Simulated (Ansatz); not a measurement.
C3 (SMILES [C]=C=[C]) moved off its minimum; all values from Ansatz (a program for electronic structure), cores frozen in correlated methods.
(charge 0, multiplicity 1)
```xyz
3

C      0.0208    -0.0250    -1.2078
C     -0.0280    -0.0302    -0.0637
C     -0.0244    -0.0128     1.2259
```

Task: Give the forces (eV/Å), the total energy and the dipole at CCSD(T)/aug-cc-pVTZ.

Result: 
```csv
atom,Fx,Fy,Fz
C1,0.681,0.071,-16.013
C2,-0.680,-0.080,15.312
C3,0.000,0.009,0.701
```
Energy -113.7991 hartree, dipole 0.91 D.

Doubts at one or more of the structures used: a restricted determinant that unrestricted orbitals would lower (CCSD(T)/aug-cc-pVTZ).
